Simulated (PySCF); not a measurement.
Computed properties of C3H8GeSi, SMILES [GeH2]([CH2]C#C)[SiH3]

C₃H₈GeSi, SMILES C#C[CH2][GeH2][SiH3]. Coordinates come from a r2SCAN-D4/def2-SVP optimisation. This is a generated structure with no PubChem entry under its InChIKey; it may be hypothetical. Other conformers were not sampled. All values are computed for the isolated molecule unless a solvent is named; none is compared with measurement here.

**Structure.** All 33 harmonic modes at r2SCAN-D4/def2-SVP (PySCF) are real, so it is a minimum. With heavy atoms numbered as in [CH:1]#[C:2][CH2:3][GeH2:4][SiH3:5], the shortest bond between them is C1–C2 at 1.217 Å and the longest Ge4–Si5 at 2.380 Å.

**Vibrations.** The strongest infrared lines (harmonic, unscaled, degenerate partners summed) lie at 856 cm⁻¹ (144 km/mol, H 92 %), 2121 cm⁻¹ (135 km/mol, H 99 %), 792 cm⁻¹ (122 km/mol, H 72 %, C 25 %). The softest mode is at 38 cm⁻¹ and the zero-point energy is 54.2 kcal/mol.

**Electronic structure.** ωB97X/def2-TZVP (PySCF) places the frontier levels at -9.65 and 2.07 eV, a gap of 11.72 eV, and gives a dipole moment of 0.56 D and a mean polarisability of 93.0 bohr³. PBE/def2-TZVP (PySCF) at the same geometry gives -6.21 and -0.71 eV, so its gap is 6.22 eV narrower. An orbital gap is neither the optical nor the fundamental gap.

**Excitations.** TDA-CAM-B3LYP/def2-SVPD (PySCF) has S1 at 6.24 eV (199 nm, f = 0.000, dark); the most intense of the 10 singlets computed lies at 7.55 eV (f = 0.07). T1 (TDA) is at 5.17 eV, 1.07 eV under S1. TDA-PBE/def2-SVPD (PySCF) puts S1 at 5.57 eV. No vertical singlet excitation falls in the visible range (under 3.1 eV).

**NMR.** GIAO shifts at PBE0/pcSseg-1 (PySCF) (non-relativistic, atoms alike by connectivity averaged): ¹³C from 3.4 to 86.8 ppm against TMS; ¹H from 2.1 to 4.3 ppm against TMS; ²⁹Si at -102.4 ppm against TMS.
